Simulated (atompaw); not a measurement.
Pseudopotential generation for Pm: PAW (atompaw), PBE, scalar-relativistic.

```json
{
 "Element": "promethium",
 "Generator": "atompaw 4.2.0.5",
 "Type": "PAW",
 "Functional": "PBE",
 "Relativity": "scalar-relativistic",
 "Frozen core": "[Kr] 4d10",
 "Valence charge": "15",
 "Reference configuration": "4f5 5s2 5p6 5d0 6s2 6p0",
 "Partial waves": "5s (bound): rc 2.55 bohr; 6s (bound): rc 2.90 bohr; 5p (bound): rc 2.70 bohr; 6p (bound, empty): rc 2.90 bohr; 5d (bound, empty): rc 2.90 bohr; 5d channel at 3.55 Ry: rc 0.85 bohr; 4f (bound): rc 1.25 bohr; 4f channel at 0.35 Ry: rc 1.25 bohr",
 "Local potential": "troulliermartins scheme with l = 4 at -0.5 Ry, radius 2.30 bohr",
 "Core correction": "smooth core density matched at 1.75 bohr",
 "Augmentation charge": "sinc compensation charge, radius 2.40 bohr; PAW radius 2.90 bohr; waves and projectors: custom rrkj gramschmidtortho"
}
```

**Question.** Does the generator finish with these settings?

**Answer.** No. atompaw 4.2.0.5 stopped with "atompaw: The overlap operator has at least one negative eigenvalue!": the overlap operator built from these waves and projectors is not positive definite.
